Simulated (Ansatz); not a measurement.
Basis-set extrapolation for `N=C[SiH](N)F` (PBE0-D4/def2-TZVP geometry, frozen core, the Gaussian-basis code of Ansatz). Multiplicity 1, RHF reference.

```csv
,def2-TZVPP,def2-QZVPP
HF,-538.254690,-538.276034
MP2 correlation,-0.940652,-1.014798
CCSD(T) correlation,-1.007977,not run
```

Energies in hartree. Use E(X) = E(∞) + A·exp(−7.88·√X) for Hartree–Fock and E(X) = E(∞) + B·X^(−2.97) for correlation, with X = 3 and 4, and add CCSD(T) minus MP2 of the smaller set to the MP2 limit.

**Question.** What is the CCSD(T) energy at the basis-set limit?

**Answer.** HF limit: -538.276034 + (-0.021344) × 0.13774 = -538.27897. MP2 limit: -1.014798 + (-0.074146) × 0.74074 = -1.06972. Higher-order term: -1.007977 − (-0.940652) = -0.06732. Total: -539.41601 hartree, 402.6 kJ/mol below CCSD(T)/def2-TZVPP.
